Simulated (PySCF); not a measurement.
C8H5FS2, SMILES c1csc(c1F)-c1sccc1 at its GFN2-xTB optimised geometry (Å):

```
16

F      0.5482    -2.4445     0.0000
C      1.2633    -1.3075     0.0000
C      2.6716    -1.3075     0.0000
C      3.1701    -0.0452     0.0000
S      1.9316     1.1484     0.0000
C      0.6827    -0.0622     0.0000
C     -0.7013     0.2923     0.0000
C     -1.2388     1.5549    -0.0001
C     -2.6444     1.5515    -0.0001
C     -3.1644     0.2951     0.0000
S     -1.9509    -0.9178     0.0000
H      3.2610    -2.2053     0.0000
H      4.1955     0.2640     0.0000
H     -0.6339     2.4442    -0.0001
H     -3.2432     2.4445    -0.0001
H     -4.1955     0.0026     0.0000
```

Computed with PySCF with PBE0/def2-TZVP.

Map of the electron localisation function on the plane z = 0.6 Å:

```
|                               |
|                               |
|                               |
|                               |
|                               |
|                               |
|                               |
|      *%#.  .*#-               |
|     =@@@=  =@@#  .==:         |
|     +@@@*..+@@%  +%%*:        |
|     .#@@*++*%@+ :%@@%=        |
|      .+*+%%**+. =%@@%=        |
|      .+#*##*#+  =%**%=  :-    |
|   .--=#@#::#%*::+%+*%+-*%@+   |
|   *@@#*#*..+#*#*##**##*@@@%   |
|   %@@@#*#==#**%#**.:**#%@@#   |
|   #@@#+*%#*%*=+*%*..#%#+**:   |
|   :*+:.=#==#= .*@%++#%*:      |
|        =%%%%-  :**%%**+.      |
|        =%@@%. :-==##*%#=      |
|        =#%%+ .#%*:.:*@@@=     |
|        .=*+  -#%%=  +@@@+     |
|         ..   :+##=  :%@%:     |
|               .-=:   :-.      |
|                               |
|                               |
|                               |
|                               |
|                               |
|                               |
|                               |
```
Scale: ten equal steps from 0.000 (start of ' ') to 0.977 (end of '@'), in the order ' .:-=+*#%@'; x runs from -6.50 to 6.50, y from -6.50 (bottom) to 6.50 (top).
